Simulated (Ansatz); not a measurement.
System: GeNH₄, charge 0, doublet. GeNH4 (SMILES [GeH3][NH], doublet).
B3LYP-D3(BJ)/def2-TZVP minimum from Ansatz (a first-principles code):
```
Ge
H 1 1.5335
H 1 1.5429 2 110.50
H 1 1.5429 2 110.50 3 -121.12
N 1 1.8804 2 107.39 4 -119.44
H 5 1.0272 1 108.09 2 180.00
```
Charge 0, spin multiplicity 2.

Total energies in cc-pVDZ, 13 correlated electrons, 15 frozen orbitals. Open shells are spin-unrestricted; no spin-orbit coupling. Cores are frozen in correlated methods (noble-gas shells, and filled d and f shells in the p block). No relativity.

| method | program | energy (Eh) | minus CCSDT(Q) (mEh) |
|---|---|---|---|
| HF | Ansatz | -2132.06144 | 283.52 |
| MP2 | Ansatz | -2132.29854 | 46.42 |
| CCSD | Ansatz | -2132.33745 | 7.51 |
| CCSD(T) | Ansatz | -2132.34354 | 1.42 |
| CCSDT(Q) | Ansatz | -2132.34496 | 0.00 |

Rough core times of Ansatz's runs on a shared machine: CCSD(T) under 20 s, CCSDT(Q) 2 min.
